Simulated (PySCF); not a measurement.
# N (nitrogen, neutral) across methods

[He] 2s2 2p2 3s1, high-spin 4P determinant (an excited configuration). Calculation: PySCF 2.14, in aug-cc-pVQZ with one added diffuse shell each of s, p, d, f, g type (7s6p5d4f3g, 105 functions); the non-relativistic Hamiltonian (point nucleus).

| method | E (hartree) | mean ε 2s β (eV) | mean ε 2p α (eV) | mean ε 3s α (eV) | Σ⟨r²⟩ (bohr²) | ⟨S²⟩ |
| --- | --- | --- | --- | --- | --- | --- |
| UHF | -54.03750 | -29.624 | -24.507 | -3.931 | 40.73 | 3.756 |
| r2SCAN | -54.1887 | -24.244 | -16.860 | -2.476 | 38.59 | 3.754 |
| wB97X | -54.2011 | -28.635 | -20.869 | -3.966 | 40.16 | 3.753 |
| PW91 | -54.1910 | -23.991 | -16.087 | -2.482 | 37.77 | 3.752 |
| B97-3 | -54.2014 | -26.047 | -18.315 | -2.861 | 38.30 | 3.753 |
| PBE0 | -54.1604 | -25.751 | -18.236 | -2.909 | 38.35 | 3.752 |
| PBE | -54.1501 | -23.962 | -15.999 | -2.467 | 37.94 | 3.752 |
| BLYP | -54.2114 | -23.983 | -15.867 | -2.276 | 37.97 | 3.752 |
| LDA | -53.7411 | -23.880 | -15.987 | -2.494 | 37.72 | 3.751 |

The outer electron is Rydberg-like, and this basis confines it to a smaller radius and binds it less than a complete one would.
